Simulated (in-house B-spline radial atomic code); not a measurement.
RPA and G0W0 on LDA VWN5: Kr³⁺

Configuration [Ar] 3d10 4s2 4p3, highest spin, mean-field start LDA VWN5. Computed with a B-spline radial code for spherical atoms: all electrons, non-relativistic, point nucleus, each spin shell either full or empty, empty states to l = 9 with an (l + 1/2)⁻⁴ tail; G0W0 by contour deformation at full frequency.

Command:
```bash
python run_gw.py task.json out
```
Settings (radii: box in bohr, nucleus in fm):
```
Z                        36
electrons                33
configuration            [Ar] 3d10 4s2 4p3
hamiltonian              nr
method                   lda,vwn
lmax                     9
spin_polarised           True
box_radius               14.14
intervals                52
```

Time taken, with all properties: 2.1 s on 1 thread of Arm Neoverse V2, with other jobs on the host.

Energies (hartree):

| term | value |
| --- | --- |
| mean-field total | -2747.40158 |
| Hartree-Fock functional on these orbitals | -2749.42316 |
| direct second order | -2.8024 |
| second-order exchange | 0.81894 |
| SOSEX correction | 0.75272 |

(1) What is the RPA correlation energy, and what remains with SOSEX?

Quasi-particle levels (eV):

| level | occupied | mean field | Σx - vxc | Σc | QP weight | G0W0 |
| --- | --- | --- | --- | --- | --- | --- |
| 4p up | yes | -44.65 | -6.30 | ? | ? | ? |
| 4s down | yes | -56.24 | -3.38 | -2.50 | 0.939 | -62.11 |
| 4p down | no | -41.57 | 8.47 | -2.92 | 0.938 | -36.02 |

G0W0 = mean field + (Σx - vxc) + Σc, with Σc (partial-wave tail included) taken at the quasi-particle energy. Only the outer levels were computed. Levels of low weight are left out.

(2) Where does G0W0 put 4p up?

## Answers

(1) RPA gives -2.4372 hartree (-2.01 eV per electron); RPA + SOSEX gives -1.6845, and the second-order doubles -1.9835 hartree (no singles). RPA lacks exchange-type terms and so overcorrelates at short range.

(2) At -51.23 eV, with Σc = -0.29 eV and a quasi-particle weight of 0.937. The tabulated removal energy is 50.85 ± 0.11 eV (NIST, measured); the calculation leaves out relativity, Breit and QED terms, and what these don't explain is the method's own error.
